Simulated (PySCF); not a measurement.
**Zn⁺: excitation energy**

Zn⁺ [Ar] 3d10 4s1 (2S) → Zn⁺ [Ar] 3d9 4s2 (2D), as a difference of total energies. All numbers are calculated (PySCF 2.14, scalar relativity by spin-free X2C-1e, in aug-cc-pwCVTZ-DK). Correlated levels: valence: [Ar] frozen; valence and next inner shell: [Ne] frozen; nothing frozen. The calculations carry no spin-orbit coupling.

| method | excitation energy (eV) | error (eV) |
| --- | --- | --- |
| UHF | 6.720 | -1.190 |
| LDA | 8.203 | +0.293 |
| PBE | 7.924 | +0.014 |
| PBE0 | 7.742 | -0.168 |
| r2SCAN | 7.821 | -0.089 |
| B2PLYP | 7.742 | -0.168 |
| r2SCANh | 7.748 | -0.162 |
| revPBE | 7.965 | +0.055 |
| MP2 (valence) | 8.426 | +0.516 |
| SCS-MP2 (valence) | 8.029 | +0.119 |
| MP2 (valence and next inner shell) | 8.808 | +0.898 |
| SCS-MP2 (valence and next inner shell) | 8.342 | +0.432 |
| MP2 (all electrons) | 8.832 | +0.922 |
| SCS-MP2 (all electrons) | 8.355 | +0.445 |

Reference: 7.910 eV (measured; NIST levels, between the centres of gravity of the two terms).

Errors of the correlated levels include the incompleteness of this basis and the frozen core.
